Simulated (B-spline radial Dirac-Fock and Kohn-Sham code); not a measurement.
Run log: Hg⁶⁺

ΔSCF core binding energies without Breit or QED terms, calculated with a radial B-spline solver. Keys: rel is the Hamiltonian (dirac, or spin-free x2c and nr, where L3 and M5 stand for the whole 2p and 3d shells), method is hf or an exchange,correlation pair (spin-unpolarised, also for the hole states), nuc the nuclear model, radius_factor scales its radius, rmax is the box in bohr, h the logarithmic mesh step, order the B-spline order, points the quadrature points per cell, c_factor scales the speed of light, and damp, ndamp, maxit and tol steer the iteration. The run stops when the commutator error falls below 10·tol·max(1, Z/10), or the numerical noise floor, and the energy has settled to about 1e-8 Ha; the virial ratio is −V/T.

Input (task.json):

```json
{"items": [{"Z": 80, "q": 6, "cfg": [[1, 0, 2], [2, 0, 2], [2, 1, 6], [3, 0, 2], [3, 1, 6], [3, 2, 10], [4, 0, 2], [4, 1, 6], [4, 2, 10], [4, 3, 14], [5, 0, 2], [5, 1, 6], [5, 2, 6]], "A": 202, "rrms": 5.4648, "do": "settings", "holes": ["K", "L3", "M5"],
  "settings": [{"rel": "dirac", "method": "lda,xyz", "nuc": "fermi", "radius_factor": 1.0, "rmax": 45.0, "h": 0.3, "order": 8, "points": 10, "c_factor": 1.0, "maxit": 72, "damp": 0.5, "ndamp": 3, "tol": 1e-08}]}]}
```

Command: `python xray2_run.py task.json out`

The program stops without a result: KeyError: "LibXCFunctional: name 'XYZ' not found.".

Task: One setting is unsound. Which, and why?

Result: method names a functional that the program does not serve. With the default settings (Dirac Hartree-Fock): The ground state converged in 10 iterations, with total energy -19639.66232 Ha, virial ratio 1.86768 and highest orbital energy -96.36 eV. ΔSCF binding energies: K (1s) 83652.8 eV, L3 (2p3/2) 12420.6 eV, M5 (3d5/2) 2399.4 eV.
